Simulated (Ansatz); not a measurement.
Consider the redistribution: `BC[SiH](C)Cl` + `[OH][Al]([Cl])[Cl]` → `BC[SiH2]Cl` + `C[O][Al]([Cl])[Cl]`.

Calculated with Ansatz (gas phase, PBE0-D4/def2-TZVP geometries, no zero-point term in ΔE). CCSD(T)/CBS adds triple-zeta CCSD(T) − MP2 to the extrapolated MP2 energy (def2 sets, frozen cores). Functionals use def2-TZVPP. One conformer a species, not always the lowest.

```json
{"level": "r2SCAN-D4", "ΔE (kJ/mol)": "112.9"}
{"level": "ωB97X-V", "ΔE (kJ/mol)": "105.3"}
```

**Question.** What does CCSD(T)/CBS give? (Best estimate.)

**Answer.** Ansatz gave: +113.4 kJ/mol. The listed levels differ from it by -0.5, -8.1 kJ/mol.

Largest T1 diagnostic among the species: 0.010.

In def2-TZVPP, CCSD(T) changes the Hartree–Fock value by +18.9 kJ/mol (the triples alone add +2.0 kJ/mol) and MP2 by +27.0 kJ/mol. The D4 term adds +4.9 kJ/mol with B3LYP and +2.7 kJ/mol with PBE0; it sums over pairs of atoms, weighted by their polarisabilities, and B3LYP, whose exchange is more repulsive, gets the larger term.

B3LYP here is the variant with VWN-RPA as its local correlation; programs differ in this.
